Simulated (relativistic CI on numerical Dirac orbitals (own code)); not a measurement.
Ne⁵⁺: sensitivity of the levels to the model

Base calculation: Dirac-Coulomb-Breit CI, separate exchange-only KLI orbitals for each configuration, a model potential for QED, valence Slater integrals scaled by 0.85, P86 correlation energy added to each configuration.

CI space (outside the closed core 1s2): 2s2.2p, 2s.2p2, 2p3, 2s2.3s, 2s2.3p, 2p2.3s, 2s2.3d, 2p2.3p, 2p2.3d, 2s.2p.3s, 2s.2p.3p, 2s.2p.3d, 2s2.4s, 2s2.4p, 2s2.4d, 2s2.4f. Levels of other configurations are missing.

The lowest level and the first level of each name with at least 55 % of one term (blank where a level has no safe partner in the second run):

```csv
Level,Base (cm⁻¹),Shift (cm⁻¹)
2s2.2p 2P°_1/2,0,0
2s2.2p 2P°_3/2,1298,-1
2s.2p2 4P_1/2,104379,-1566
2s.2p2 4P_3/2,104820,-1566
2s.2p2 4P_5/2,105453,-1566
2s.2p2 2D_5/2,179008,-1574
2s.2p2 2D_3/2,179044,-1574
2s.2p2 2S_1/2,223960,-1568
2s.2p2 2P_1/2,242975,-1587
2s.2p2 2P_3/2,243778,-1587
2p3 4S°_3/2,327402,-2934
2p3 2D°_5/2,367178,-2946
2p3 2D°_3/2,367252,-2946
2p3 2P°_1/2,407569,-2862
2p3 2P°_3/2,407610,-2861
2s2.3s 2S_1/2,721914,-3431
2s2.3p 2P°_1/2,772475,-4090
2s2.3p 2P°_3/2,772796,-4090
2s2.3d 2D_3/2,816883,-3343
2s2.3d 2D_5/2,816949,-3342
2s.2p.3s 4P°_1/2,834603,-5205
2s.2p.3s 4P°_3/2,835047,-5205
```

At this charge configurations can still be misplaced by up to about 7 % of their energy. 29 of the 37 excited levels that our extract of the measured tables holds in this range could be paired (the sources list more); they are missed by 3123 cm⁻¹ on average and 28824 at most, and levels without a partner can miss by more.

(1) One thing was changed in a second run, which moved the levels as shown. Which?
A. only the first 3 configurations
B. Breit term removed
C. configuration mixing switched off
D. QED terms removed
E. Slater integrals left unscaled
F. no correlation estimate

## Answers

(1) F. No correlation estimate. A correlation estimate moves all levels of a configuration together before mixing; mixed levels move by a weighted share.

LS names give the leading component of a level, which can be under half, so a name can repeat, a term be missing and a line seem to break the LS rules.
